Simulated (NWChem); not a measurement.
All runs are NWChem calculations. System: AuCl, charge 0, spin multiplicity 1, at a geometry optimised with PBE0/def2-SVP with def2 effective core potentials on Au. The structure started from a generated list of species. Level: CR-EOMCCSD(T)/def2-SVPD with def2 effective core potentials on Au, 9 core orbitals frozen.

NWChem printed:

```
             Northwest Computational Chemistry Package (NWChem) 7.3.0
             --------------------------------------------------------

                                NWChem Input Module
                                -------------------

 Scaling coordinates for geometry "geometry" by  1.889725989
 (inverse scale =  0.529177249)

 Turning off AUTOSYM since
 SYMMETRY directive was detected!

                             Geometry "geometry" -> ""
                             -------------------------

 Output coordinates in angstroms (scale by  1.889725989 to convert to a.u.)

  No.       Tag          Charge          X              Y              Z
 ---- ---------------- ---------- -------------- -------------- --------------
    1 Au                  79.0000     0.00000000     0.00000000    -0.39896400
    2 Cl                  17.0000     0.00000000     0.00000000     1.85400900

 Effective nuclear repulsion energy (a.u.)     315.4432145466

            Nuclear Dipole moment (a.u.)
            ----------------------------
        X                 Y               Z
 ---------------- ---------------- ----------------
     0.0000000000     0.0000000000    -0.0000056692

      Symmetry information
      --------------------

 Group name             C2v
 Group number             16
 Group order               4
 No. of unique centers     2

      Symmetry unique atoms

     1    2


 Summary of "ao basis" -> "" (spherical)
 ------------------------------------------------------------------------------
       Tag                 Description            Shells   Functions and Types
 ---------------- ------------------------------  ------  ---------------------
 *                         def2-svpd                  on all atoms

 Summary of "ao basis" -> "ao basis" (spherical)
 ------------------------------------------------------------------------------
       Tag                 Description            Shells   Functions and Types
 ---------------- ------------------------------  ------  ---------------------
 Au                        def2-svpd                13       35   6s4p2d1f
 Cl                        def2-svpd                11       27   5s4p2d

                                 NWChem SCF Module
                                 -----------------

  ao basis        = "ao basis"
  functions       =    62
  atoms           =     2
  closed shells   =    18
  open shells     =     0
  charge          =   0.00
  wavefunction    = RHF
  use symmetry    = T
  symmetry adapt  = T

 Summary of "ao basis" -> "ao basis" (spherical)
 ------------------------------------------------------------------------------
       Tag                 Description            Shells   Functions and Types
 ---------------- ------------------------------  ------  ---------------------
 Au                        def2-svpd                13       35   6s4p2d1f
 Cl                        def2-svpd                11       27   5s4p2d

      Symmetry analysis of basis
      --------------------------

        a1         29
        a2          5
        b1         14
        b2         14

 Forming initial guess at       0.0s

      Superposition of Atomic Density Guess
      -------------------------------------

 Sum of atomic energies:        -611.77396239

      Non-variational initial energy
      ------------------------------

 Total energy =    -593.982321
 1-e energy   =   -1023.127483
 2-e energy   =     353.279073
 HOMO         =      -0.409835
 LUMO         =      -0.184662

      Symmetry analysis of molecular orbitals - initial
      -------------------------------------------------

 !! scf_movecs_sym_adapt:   38 vectors were symmetry contaminated

  Symmetry fudging

 !! scf_movecs_sym_adapt:   36 vectors were symmetry contaminated

  Numbering of irreducible representations:

     1 a1          2 a2          3 b1          4 b2

  Orbital symmetries:

     1 a1          2 a1          3 a1          4 b1          5 b2
     6 a1          7 a1          8 b2          9 b1         10 a1
    11 a1         12 b1         13 b2         14 a1         15 a2
    16 a1         17 b2         18 b1         19 a1         20 b2
    21 b1         22 a1         23 a1         24 b2         25 b1
[...]
   0.0000876139923   0.1432570895763    3.89823     0.2     0.2

 Iteration  11 using   11 trial vectors
   0.0000521323810   0.1432569010706    3.89822     0.2     0.2

 Iteration  12 using   12 trial vectors
   0.0000205640780   0.1432571288544    3.89823     0.2     0.2

 Iteration  13 using   13 trial vectors
   0.0000074525157   0.1432571194615    3.89823     0.2     0.2
 --------------------------------------------------------------
 Iterations converged
 ------------------

 Excited state root  1
 Excitation energy / hartree =        0.143257119461510
                   / eV      =        3.898226221812171
 largest EOMCCSD amplitudes: R1 and R2

 Singles contributions
    19a1  (alpha) ---    15a2  (alpha)       -0.9048063852
    23a1  (alpha) ---    15a2  (alpha)        0.1958694917
    26a1  (alpha) ---    15a2  (alpha)        0.1701095543

 Doubles contributions
======= CR-EOMCCSD(T) calculation ======
corresponding R0 value =     0.000000

CR-EOMCCSD(T) Intermediates cpu wall time             0.5            0.5
 creom_N i2_1 nr of boxes                   168
 creom_N i2_2 nr of boxes                   168
 creom_N i2_3 nr of boxes                   168
 creom_N i2_4 nr of boxes                   168

CR-EOMCCSD(T) triples loop cpu wall             0.9            0.9

 CR-EOMCCSD(T)  total energy / hartree       =      -594.434782449839986
 CR-EOMCCSD(T)  excitation energy (eV)       =      3.91422

 =========================================
 Excited-state calculation ( b1  symmetry)
 =========================================
 Dim. of EOMCC iter. space      500

 EOMCCSD SOLVER TYPE  1
  maxdiff =   0.37459711459162220

 No. of initial right vectors    1

 EOM-CCSD right-hand side iterations
 --------------------------------------------------------------
      Residuum       Omega / hartree  Omega / eV    Cpu    Wall
 --------------------------------------------------------------

 Iteration   1 using    1 trial vectors
   0.5807899970027   0.2573545274122    7.00298     0.3     0.3

 Iteration   2 using    2 trial vectors
   0.1376557522443   0.1309052675183    3.56212     0.2     0.2

 Iteration   3 using    3 trial vectors
   0.0690586214252   0.1174789866982    3.19677     0.2     0.2

 Iteration   4 using    4 trial vectors
   0.0375658876561   0.1125230921202    3.06191     0.2     0.2

 Iteration   5 using    5 trial vectors
   0.0230620480481   0.1102635887265    3.00043     0.2     0.2

 Iteration   6 using    6 trial vectors
   0.0180682131316   0.1095004078322    2.97966     0.2     0.2

 Iteration   7 using    7 trial vectors
   0.0087402717679   0.1090797921409    2.96821     0.2     0.2

 Iteration   8 using    8 trial vectors
   0.0033601733168   0.1091618811232    2.97045     0.2     0.2

 Iteration   9 using    9 trial vectors
   0.0013521324643   0.1091465683759    2.97003     0.2     0.2

 Iteration  10 using   10 trial vectors
   0.0005276385923   0.1091281498993    2.96953     0.2     0.2

 Iteration  11 using   11 trial vectors
   0.0002091128227   0.1091293088990    2.96956     0.2     0.2

 Iteration  12 using   12 trial vectors
   0.0000782725834   0.1091278753745    2.96952     0.2     0.2

 Iteration  13 using   13 trial vectors
   0.0000285783914   0.1091282257588    2.96953     0.2     0.2

 Iteration  14 using   14 trial vectors
   0.0000090577352   0.1091281916282    2.96953     0.2     0.2
 --------------------------------------------------------------
 Iterations converged
 ------------------

 Excited state root  1
 Excitation energy / hartree =        0.109128191628168
                   / eV      =        2.969530448070792
 largest EOMCCSD amplitudes: R1 and R2

 Singles contributions
    19a1  (alpha) ---    13b1  (alpha)       -0.2924348151
    19a1  (alpha) ---    17b1  (alpha)       -0.8474974441
    22a1  (alpha) ---    17b1  (alpha)       -0.1129618447
    23a1  (alpha) ---    17b1  (alpha)        0.1717468469
    26a1  (alpha) ---    17b1  (alpha)        0.1129812343

 Doubles contributions
======= CR-EOMCCSD(T) calculation ======
corresponding R0 value =     0.000000

CR-EOMCCSD(T) Intermediates cpu wall time             0.5            0.5
 creom_N i2_1 nr of boxes                   168
 creom_N i2_2 nr of boxes                   168
 creom_N i2_3 nr of boxes                   168
 creom_N i2_4 nr of boxes                   168

CR-EOMCCSD(T) triples loop cpu wall             0.9            0.9

 CR-EOMCCSD(T)  total energy / hartree       =      -594.469889860526791
 CR-EOMCCSD(T)  excitation energy (eV)       =      2.95890

 =========================================
 Excited-state calculation ( b2  symmetry)
 =========================================
 Dim. of EOMCC iter. space      500

 EOMCCSD SOLVER TYPE  1
  maxdiff =   0.37459711459162065

 No. of initial right vectors    1

 EOM-CCSD right-hand side iterations
 --------------------------------------------------------------
      Residuum       Omega / hartree  Omega / eV    Cpu    Wall
 --------------------------------------------------------------

 Iteration   1 using    1 trial vectors
   0.5807899970027   0.2573545274122    7.00298     0.3     0.3

 Iteration   2 using    2 trial vectors
   0.1376557522443   0.1309052675183    3.56212     0.2     0.2

 Iteration   3 using    3 trial vectors
   0.0690586214252   0.1174789866982    3.19677     0.2     0.2

 Iteration   4 using    4 trial vectors
   0.0375658876561   0.1125230921202    3.06191     0.2     0.2

 Iteration   5 using    5 trial vectors
   0.0230620480481   0.1102635887265    3.00043     0.2     0.2

 Iteration   6 using    6 trial vectors
   0.0180682131316   0.1095004078322    2.97966     0.2     0.2

 Iteration   7 using    7 trial vectors
   0.0087402717679   0.1090797921409    2.96821     0.2     0.2

 Iteration   8 using    8 trial vectors
   0.0033601733168   0.1091618811232    2.97045     0.2     0.2

 Iteration   9 using    9 trial vectors
   0.0013521324643   0.1091465683759    2.97003     0.2     0.2

 Iteration  10 using   10 trial vectors
   0.0005276385923   0.1091281498993    2.96953     0.2     0.2

 Iteration  11 using   11 trial vectors
   0.0002091128227   0.1091293088990    2.96956     0.2     0.2

 Iteration  12 using   12 trial vectors
   0.0000782725834   0.1091278753745    2.96952     0.2     0.2

 Iteration  13 using   13 trial vectors
   0.0000285783914   0.1091282257588    2.96953     0.2     0.2

 Iteration  14 using   14 trial vectors
   0.0000090577352   0.1091281916282    2.96953     0.2     0.2
 --------------------------------------------------------------
 Iterations converged
 ------------------

 Excited state root  1
 Excitation energy / hartree =        0.109128191628164
                   / eV      =        2.969530448070665
 largest EOMCCSD amplitudes: R1 and R2

 Singles contributions
    19a1  (alpha) ---    12b2  (alpha)        0.2924348151
    19a1  (alpha) ---    18b2  (alpha)       -0.8474974441
    22a1  (alpha) ---    18b2  (alpha)       -0.1129618447
    23a1  (alpha) ---    18b2  (alpha)        0.1717468469
    26a1  (alpha) ---    18b2  (alpha)        0.1129812343

 Doubles contributions
======= CR-EOMCCSD(T) calculation ======
corresponding R0 value =     0.000000

CR-EOMCCSD(T) Intermediates cpu wall time             0.5            0.5
 creom_N i2_1 nr of boxes                   168
 creom_N i2_2 nr of boxes                   168
 creom_N i2_3 nr of boxes                   168
 creom_N i2_4 nr of boxes                   168

CR-EOMCCSD(T) triples loop cpu wall             0.9            0.9

 CR-EOMCCSD(T)  total energy / hartree       =      -594.469889860526791
 CR-EOMCCSD(T)  excitation energy (eV)       =      2.95890

 Task  times  cpu:       23.8s     wall:       23.8s

 Total times  cpu:       23.8s     wall:       23.8s
```

### Question
Write an NWChem input that would produce this output.

### Answer
One answer among several that fit: 
```
start mol
memory heap 100 mb stack 700 mb global 1900 mb
geometry units angstroms nocenter noautoz
  Au     0.000000     0.000000    -0.398964
  Cl     0.000000     0.000000     1.854009
  symmetry group C2v
end
basis spherical
  * library def2-svpd
end
ecp
  Au library def2-ecp
end
scf
  rhf
  nopen 0
  maxiter 100
  thresh 1e-7
  semidirect memsize 60000000 filesize 0
end
tce
  freeze core 9
  creomsd(t)
  nroots 1
  2eorb
  2emet 13
  thresh 1e-5
  maxiter 200
  tilesize 24
end
task tce energy
```
